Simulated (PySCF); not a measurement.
## Mayer bond orders and bond lengths

Compound: C₅H₆ClF₃Si.
Numbering: `[F:1][C:2]([F:3])=[C:4]([F:5])[SiH2:6][CH2:7]/[CH:8]=[CH:9]/[Cl:10]` (hydrogens: H11, H12 on Si6; H13, H14 on C7; H15 on C8; H16 on C9)

Structure used (GFN2-xTB), in Å, numbered top down from 1:
```xyz
16
C5H6ClF3Si angstrom
F     -1.537    1.644   -0.380
C     -1.962    0.518   -0.950
F     -2.682    0.799   -2.026
C     -1.668   -0.673   -0.455
F     -2.152   -1.756   -1.100
Si    -0.632   -1.016    1.106
C      0.876    0.158    1.086
C      1.680   -0.016   -0.158
C      1.708    0.875   -1.134
Cl     2.617    0.645   -2.579
H     -0.243   -2.420    0.991
H     -1.473   -0.757    2.276
H      1.500   -0.061    1.952
H      0.545    1.192    1.172
H      2.243   -0.934   -0.246
H      1.172    1.811   -1.103
```

Bond orders from the PBE0/pcSseg-1 density (PySCF). The structure is a single GFN2-xTB conformer in the gas phase; no vibrational or solvent corrections.

Problem. Where do the orders between heavy atoms depart from those drawn in the SMILES?

Solution. The largest departure is 0.282, at C2–C4 (drawn double, 1.718). Drawn single, order below 0.88: C4–Si6 (0.838).

Problem. Give the Mayer order of every bond, beside its length.

Solution. 
```csv
bond,drawn as,length (Å),Mayer order
F1–C2,single,1.331,0.975
C2–F3,single,1.325,1.040
C2–C4,double,1.323,1.718
C4–F5,single,1.350,0.911
C4–Si6,single,1.905,0.838
Si6–C7,single,1.911,0.891
C7–C8,single,1.490,1.038
C8–C9,double,1.323,1.840
C9–Cl10,single,1.722,1.035
Si6–H11,single,1.461,0.951
Si6–H12,single,1.464,0.947
C7–H13,single,1.090,0.933
C7–H14,single,1.090,0.943
C8–H15,single,1.080,0.951
C9–H16,single,1.079,0.935
```

Bonds between the same two heavy elements. C–F: lowest C4–F5 (0.911, 1.350 Å), highest C2–F3 (1.040, 1.325 Å). C–C: lowest C7–C8 (1.038, 1.490 Å), highest C8–C9 (1.840, 1.323 Å). C–Si: lowest C4–Si6 (0.838, 1.905 Å), highest Si6–C7 (0.891, 1.911 Å); in 1 of the 1 pairs the longer bond (by over 0.003 Å) has the higher order (by 0.02 or more).

Problem. Sum the orders of all bonds at each heavy atom with more than one neighbour and set the sums beside the valence in the SMILES.

Solution. C2 3.733 (drawn 4), C4 3.467 (drawn 4), Si6 3.627 (drawn 4), C7 3.805 (drawn 4), C8 3.829 (drawn 4), C9 3.810 (drawn 4). Orders between atoms that aren't bonded are not in these sums.

For a closed shell the Mayer order of atoms A and B is Σ (PS)μν (PS)νμ over the basis functions μ on A and ν on B, with P the density and S the overlap matrix.

The run behind these numbers computed NMR shieldings as well. Time: 2.4 min wall, 1.8 min CPU; peak memory 0.96 GiB. Hardware: Intel Xeon at 2.50 GHz, one thread, no GPU, shared host with 64 logical CPUs at a one-minute load of 56.
